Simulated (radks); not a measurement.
Values are calculated unless marked as measured or tabulated.
Problem. All-electron atom: Tc6+ in [Kr] 4d1. Level of theory: Dirac Kohn-Sham, LB94 model potential, spin-unpolarised, spherical densities, finite nucleus; open shells fill j = l - 1/2 first; Fermi nuclear charge, rms radius 4.4112 fm (a radial shooting solver on a logarithmic mesh with Libxc functionals). Some entries of the table are withheld. Estimate them.

| orbital | occ. | eigenvalue (eV) | <r^2> (bohr^2) | <1/r> (bohr^-1) |
|---|---|---|---|---|
| 1s1/2 | 2 | -21068.53 | 0.001580 | 44.76 |
| 2s1/2 | 2 | -3099.153 | 0.02616 | 10.22 |
| 2p1/2 | 2 | (1) | 0.01968 | 10.21 |
| 2p3/2 | 4 | (2) | 0.02103 | 9.699 |
| 3s1/2 | 2 | -620.5289 | 0.1971 | 3.498 |
| 3p1/2 | 2 | -531.6808 | 0.1939 | 3.410 |
| 3p3/2 | 4 | -511.7693 | 0.2037 | 3.285 |
| 3d3/2 | 4 | -354.1708 | 0.1863 | 3.120 |
| 3d5/2 | 6 | -350.2780 | 0.1895 | 3.088 |
| 4s1/2 | 2 | -162.5605 | 1.179 | 1.350 |
| 4p1/2 | 2 | -135.5016 | 1.352 | (3) |
| 4p3/2 | 4 | -132.0798 | 1.413 | (4) |
| 4d3/2 | 1 | -89.9733 | 1.996 | (5) |
| 4d5/2 | 0 | -89.4917 | 2.020 | (6) |
| 5s1/2 | 0 | (7) | 5.025 | 0.6395 |
| 5p1/2 | 0 | -61.0548 | 5.894 | 0.5939 |
| 5p3/2 | 0 | -60.0667 | 6.078 | 0.5832 |

Solution. 
(1) 2p1/2 eigenvalue (eV): -2869.973
(2) 2p3/2 eigenvalue (eV): -2750.191
(3) 4p1/2 <1/r> (bohr^-1): 1.248
(4) 4p3/2 <1/r> (bohr^-1): 1.211
(5) 4d3/2 <1/r> (bohr^-1): 0.9949
(6) 4d5/2 <1/r> (bohr^-1): 0.9874
(7) 5s1/2 eigenvalue (eV): -70.1716
